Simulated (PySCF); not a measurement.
Al(Me)2 (C₂H₆Al), SMILES [CH3][Al+][CH3], charge +1. Atoms are numbered in the order given.

```xyz
9

Al     0.0000     0.0000     0.0000
C      0.0000     0.0000    -1.9140
H      0.8890     0.5132    -2.2938
H     -0.8890     0.5132    -2.2938
H      0.0000    -1.0265    -2.2938
C      0.0000     0.0000     1.9140
H      0.8890    -0.5132     2.2938
H     -0.8890    -0.5132     2.2938
H      0.0000     1.0265     2.2938
```
Charge +1, spin multiplicity 1.

Geometry: TPSSh-D3(BJ)/def2-TZVP. The multiplicity is an assumed one; other spin states were not compared. The isomer is the one that the SMILES or the coordinates give; other isomers of the formula were not compared.

Two levels are set side by side: PBE/pcSseg-1 (PySCF) and B3LYP/pcSseg-1 (PySCF). GIAO shifts against TMS (¹H), TMS (¹³C) at the same level; non-relativistic, no solvent, atoms listed together averaged. Differences are taken from unrounded values.

```csv
quantity,B3LYP
"δ(¹³C) of C2, C6 (ppm)",1.3
"δ(¹H) of H3, H4, H5, H7, H8, H9 (ppm)",1.62
```

What does PBE give, and how far is it from B3LYP? (An estimate is asked for; the answer gives what the named calculation found.)


```tsv
quantity	PBE	PBE minus B3LYP
δ(¹³C) of C2, C6 (ppm)	2.2	0.9
δ(¹H) of H3, H4, H5, H7, H8, H9 (ppm)	1.66	0.05
```

Rough cost on one machine, each run with all the roots and properties that it gave: B3LYP against PBE within a factor of 2.
